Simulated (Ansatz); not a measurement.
An input meant for BiH2(NMe2) (C₂H₈BiN) (charge 0, singlet; atoms displaced at random, 0.08 Å in each coordinate).

```yaml
crystal:
  periodic: [false, false, false]
  atoms:
    - {symbol: Bi, position_ang: [0.802078, 1.732202, 1.335363]}
    - {symbol: H, position_ang: [2.420858, 1.319252, 0.416792]}
    - {symbol: H, position_ang: [0.221064, 2.844559, 0.045994]}
    - {symbol: N, position_ang: [-0.493059, 0.067880, 0.195170]}
    - {symbol: C, position_ang: [-0.394127, -0.038178, -1.224561]}
    - {symbol: C, position_ang: [-0.569090, -1.327888, 0.811594]}
    - {symbol: H, position_ang: [0.724396, -0.309985, -1.660176]}
    - {symbol: H, position_ang: [-0.489089, 1.069906, -1.537476]}
    - {symbol: H, position_ang: [-1.149821, -0.678245, -1.503713]}
    - {symbol: H, position_ang: [-0.467533, -1.126613, 1.956475]}
    - {symbol: H, position_ang: [-1.098892, -1.896484, 0.524278]}
    - {symbol: H, position_ang: [0.651512, -1.711942, 0.546125]}
basis:
  gaussian: {orbitals: def2-SVP, final_grid: {core_spheres: 5, valence_spheres: 4, degree: 11}}
magnetization: {spin_polarized: true, initial_magnetization: 4}
hamiltonian: {xc: {name: r2SCANh}, dispersion: d3bj}
```

```sh
$ ansatz run in.yaml --threads 4 --pin off --events-out ev --progress --plain --max-ram 3916MiB
```

Shortened log:

```
Warning: the engine holds no damping parameters fitted to this dispersion correction and functional, so the run takes those fitted to r2scanh beside the three-body term, which d3bj leaves out (hamiltonian.dispersion, under Limitations)
Functional definition: r2SCANh
1183 factors; integrals over basis functions are off by at most 1.1e-3 eV
mean field evaluation 1: about -9506.0907 eV, gradient 4.3e1 eV
mean field evaluation 2: about -9430.3217 eV, gradient 1.1e2 eV
mean field evaluation 4: about -9518.8646 eV, gradient 1.4e1 eV
mean field evaluation 8: about -9520.0446 eV, gradient 1.3e0 eV
mean field evaluation 16: about -9520.0786 eV, gradient 5.2e-3 eV
mean field -9520.07857177 eV, -349.8564345714 hartree, gradient 5.1e-5 eV, S^2 6.019991; 0 other end points of the search recorded, 0 dependent functions left out
reference -9520.07858238 eV, -349.8564349615 hartree; 27, 23 occupied and 81, 85 virtual orbitals, 1183 factors
Total energy: -9520.15936777 eV, -349.8594037698 hartree
```

In this input the spin is set far too high (4 unpaired electrons typed, 0 in the singlet as meant). Self-consistency was reached. The result belongs to that input, not to the species as meant.

In the def2 sets Bi takes a core potential; there is no spin–orbit coupling.
